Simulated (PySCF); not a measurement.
## HOsN: fields on a plane

Level of theory: PySCF, PBE0, basis Os def2-TZVP with ECP60, N def2-TZVP, H def2-TZVP (scalar-relativistic core potentials, no spin–orbit coupling, density fitting).

The singlet minimum has Os–H 1.588 Å, Os–N 1.594 Å; H–Os–N 93.8°.

The plane holds Os1 at (0.00, 0.00), N2 at (1.59, 0.00), H3 at (-0.11, 1.58) Å. Columns run from x = -2.25 to 3.75 Å, rows from y = 3.75 (top) to -1.95 Å, in steps of 0.3 Å. Other isomers or separated fragments may lie lower. Core electrons replaced by a potential are absent, the electrostatic potential uses the reduced nuclear charge, and values within about 0.7 Å of such atoms have no physical meaning.

Give the electron density (e/Å³) (cut at 5 e/Å³). Every second row and column.


```
0.00 0.00 0.00 0.00 0.00 0.00 0.00 0.00 0.00 0.00 0.00
0.00 0.00 0.00 0.00 0.00 0.00 0.00 0.00 0.00 0.00 0.00
0.00 0.00 0.01 0.04 0.04 0.01 0.00 0.00 0.00 0.00 0.00
0.00 0.01 0.05 0.32 0.39 0.07 0.01 0.00 0.00 0.00 0.00
0.00 0.02 0.11 0.79 1.03 0.19 0.07 0.04 0.01 0.00 0.00
0.01 0.03 0.17 1.32 2.21 0.67 0.73 0.50 0.09 0.01 0.00
0.01 0.04 0.40 5.00 0.27 2.77 4.73 3.47 0.31 0.02 0.00
0.01 0.03 0.26 4.33 5.00 1.62 2.17 1.62 0.20 0.02 0.00
0.00 0.01 0.05 0.23 0.40 0.23 0.22 0.14 0.04 0.01 0.00
0.00 0.00 0.01 0.02 0.02 0.02 0.02 0.01 0.00 0.00 0.00
```

Give the electrostatic potential (V) (cut at 20 V). Lower edges of the bins (V): '0' -0.79, '1' -0.67, '2' -0.48, '3' -0.17, '4' 0.32, '5' 1.10, '6' 2.32, '7' 4.27, '8' 7.36, '9' 12.25; top 20.0.


```
333333333322222222222
333333333322222222222
333333333322222222222
333333333332222222222
333334444432222222222
333345666533222222222
444446898643222222222
444456999753222211122
445567999764433211112
555677899876555321111
556789999998887531011
566799999999999741001
567899999999999951001
567899999999999951001
567899999999999741011
566789999998887531111
566778999876665421112
556677888765544322222
555666776665443322222
555566666554443332222
```

With an element this heavy the missing spin–orbit coupling can shift these numbers.
